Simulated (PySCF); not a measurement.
Cl3HOSi. Atoms are numbered in the order given.

```xyz
6

O      0.1069    -1.9015     0.0000
Si     0.0159    -0.2699     0.0000
Cl    -0.9726     0.4182    -1.6513
Cl     1.9239     0.4218     0.0000
Cl    -0.9726     0.4182     1.6513
H     -0.7168    -2.4001     0.0000
```

The structure is a stationary point at PBE0-D3(BJ)/def2-SVP. The values are those of a single conformer.

All values below come from PySCF with B3LYP/def2-TZVP.

| Property | Value |
|---|---|
| total energy | -1746.27815 hartree |
| point group | Cs |
| highest occupied level | -9.04 eV |
| lowest empty level | -0.50 eV |
| orbital gap | 8.54 eV |
| dipole moment | 0.339 e·Å |
| quadrupole, principal values (traceless, Buckingham form, about the centre of nuclear charge) | -4.94, -2.74, 7.68 D·Å |
| mean static polarisability | 59.6 bohr³ (8.83 Å³) |
| polarisability, principal values | 52.2, 62.9, 63.7 bohr³ |
